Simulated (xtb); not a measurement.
FK, charge -1, doublet, at the geometry of the source list (GFN-xTB shapes and energies of metal compounds can be far from the true ones) (a state made from the parent by changing its charge; the spin is typed, not shown lowest). Base run: GFN2-xTB (xtb).

xtb was given this input:
```
$ xtb mol.xyz --gfn 2 --chrg -1 --uhf 1 --json

# file mol.xyz
2

K     -0.53980000    -0.44520000    -0.72920000
F      0.53980000     0.44520000     0.72920000
```

Variants of this job, named by their change:

```tsv
change	ΔE vs base (kcal/mol)	G_solv (kcal/mol)	SCF cycles
base	0.000	-	10
etemp = 5000	-2.05	-	10
acc = 30	0.000	-	9
alpb = acetone	-75.3	-76.23	8
etemp = 1000	0.000	-	10
acc = 0.1	0.000	-	11
gbsa = acetonitrile	-84.8	-85.92	8
acc = 1000	0.001	-	6
```

ALPB and GBSA are two models with their own fitted parameters for each solvent, which aren't always the measured dielectric constant.
